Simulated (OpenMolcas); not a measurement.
**Ions of charge +4 along the 4d row with 4 chloride ligands in tetrahedral coordination**

| Item | Value |
| --- | --- |
| Program | OpenMolcas 26.06 |
| Method | CASSCF |
| Spin-orbit coupling | RASSI with atomic mean-field integrals over the reference wave functions |

The d shell is active. Anionic complexes are neutralised by point charges behind the ligands. Distances were set from a Shannon-type radius of the metal (high-spin where two are listed) plus a fixed donor radius (Cl 1.76 Å). Ligand basis ANO-RCC-VDZP, DKH2 Hamiltonian. States (labels of Td). Energies in cm-1 above the lowest state or level, χT in cm3 K/mol; under a threefold ground state the first gap can be a small split of the lowest multiplet, not the spin-orbit step; 10Dq is the gap between the two states; 10Dq is negative for this site. Spin-only χT is S(S+1) / 2 for the spin of the ground state.

```json
{"Ion": "Nb4+", "Shell": "4d1", "R (Å)": "2.31", "Metal basis": "ANO-RCC-VDZP", "Ground state": "2E", "First state of that spin": "2T2 9788", "10Dq": "-9788", "First gap with spin-orbit (degeneracies)": "9755 (4, 4)", "χT at 300 K": "0.337", "First state of another spin": "", "Spin-only χT": "0.375"}
{"Ion": "Mo4+", "Shell": "4d2", "R (Å)": "2.28", "Metal basis": "ANO-RCC-VDZP", "Ground state": "3A2", "First state of that spin": "3T2 10691", "10Dq": "", "First gap with spin-orbit (degeneracies)": "9058 (3, 2)", "χT at 300 K": "0.868", "First state of another spin": "1E 9454", "Spin-only χT": "1.000"}
{"Ion": "Tc4+", "Shell": "4d3", "R (Å)": "2.27", "Metal basis": "ANO-RCC-VTZP", "Ground state": "4T1", "First state of that spin": "4T2 10702", "10Dq": "", "First gap with spin-orbit (degeneracies)": "382.9 (4, 2)", "χT at 300 K": "1.037", "First state of another spin": "2E 2258", "Spin-only χT": "1.875"}
{"Ion": "Ru4+", "Shell": "4d4", "R (Å)": "2.25", "Metal basis": "ANO-RCC-VTZP", "Ground state": "5T2", "First state of that spin": "5E 13399", "10Dq": "", "First gap with spin-orbit (degeneracies)": "641.4 (1, 3)", "χT at 300 K": "1.063", "First state of another spin": "1A1 161.0", "Spin-only χT": "3.000"}
```

The rows also differ in their metal basis, so part of each step comes from that.

Every ion keeps the highest spin of its shell. χT departs most from the spin-only value for Ru4+, by -1.937 cm3 K/mol.

With metal d orbitals alone the field can be off either way by tens of per cent. Ligand-to-metal charge-transfer states are missing. An orbital doublet at a regular site is open to a Jahn-Teller distortion, which this geometry leaves out (holds for Nb4+). The least metal-like active orbital is 71 % on the metal (Löwdin) and no ligand orbital is active, so the numbers are rough (holds for Nb4+). Without dynamic correlation the repulsion within the d shell is too large (B by tens of per cent), so at a given field states of lower spin stand too high (holds for Mo4+; Tc4+; Ru4+). The least metal-like active orbital is 70 % on the metal (Löwdin) and no ligand orbital is active, so the numbers are rough (holds for Mo4+). With no ligand orbital active B as a rule stays too high, so bands that hang on it stand too high and its fall with covalency is understated (holds for Mo4+; Tc4+; Ru4+). An orbital triplet at a regular site is open to Jahn-Teller coupling, which can distort the site and quench the lowest spin-orbit gaps and is left out (holds for Tc4+). This shell can be high or low spin here, a state of another spin lies low, and with metal d orbitals alone active their balance is uncertain, so the ground spin may be wrong (holds for Tc4+; Ru4+). The least metal-like active orbital is 69 % on the metal (Löwdin) and no ligand orbital is active, so the numbers are rough, and ground spin, moment and any spin crossover can be artefacts of this space; highly charged d ions in such sites are as a rule low spin (holds for Tc4+). Spin-orbit coupling mixes the spin-free states strongly: the lowest level takes only 48 % from its leading state, 5T2 (holds for Ru4+). The least metal-like active orbital is 66 % on the metal (Löwdin) and no ligand orbital is active, so the numbers are rough, and ground spin, moment and any spin crossover can be artefacts of this space; highly charged d ions in such sites are as a rule low spin (holds for Ru4+). No measured value stands beside these numbers; the geometry was imposed, not optimised, and the real ion may take another.
